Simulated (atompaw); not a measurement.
An all-electron radial function and its pseudo partner (tellurium)

Columns: radius, all-electron u(r) and pseudo u(r) of the 5s shell (level -15.30 eV) of tellurium in the configuration [Kr] 4d10 5s1.75 5p4.25; PBE, scalar-relativistic, PAW (atompaw) scheme, atompaw 4.2.0.5.

| r (bohr) | all-electron | pseudo |
| --- | --- | --- |
| 0.098 | -0.1517 | 0.1044 |
| 0.196 | 0.2142 | 0.2073 |
| 0.294 | 0.2003 | 0.3070 |
| 0.392 | -0.0709 | 0.4022 |
| 0.490 | -0.3065 | 0.4915 |
| 0.588 | -0.4002 | 0.5738 |
| 0.687 | -0.3586 | 0.6487 |
| 0.785 | -0.2288 | 0.7140 |
| 0.883 | -0.0567 | 0.7699 |
| 0.981 | 0.1242 | 0.8160 |
| 1.079 | 0.2930 | 0.8523 |
| 1.177 | 0.4393 | 0.8788 |
| 1.275 | 0.5587 | 0.8959 |
| 1.373 | 0.6510 | 0.9040 |
| 1.471 | 0.7181 | 0.9039 |
| 1.569 | 0.7629 | 0.8962 |
| 1.667 | 0.7889 | 0.8819 |
| 1.765 | 0.7991 | 0.8619 |
| 1.863 | 0.7965 | 0.8372 |
| 1.962 | 0.7836 | 0.8083 |
| 2.060 | 0.7628 | 0.7768 |
| 2.158 | 0.7361 | 0.7431 |
| 2.256 | 0.7051 | 0.7080 |
| 2.354 | 0.6711 | 0.6719 |
| 2.452 | 0.6353 | 0.6354 |
| 2.550 | 0.5986 | 0.5986 |

Problem. How many radial nodes do the two functions have?

Solution. The all-electron 5s function has n − l − 1 = 4 (the table is too coarse to show those close to the nucleus); the pseudo-wave has 0, since the states of the same l below it are removed with the core.

Problem. Where does each function peak?

Solution. Outermost all-electron maximum near 1.76 bohr, pseudo maximum near 1.37 bohr (to the table’s step).

Problem. Is the pseudo-wave norm-conserving?

Solution. No, it belongs to a PAW set: the norm inside the radius is not constrained, and the difference is carried by the augmentation charge.
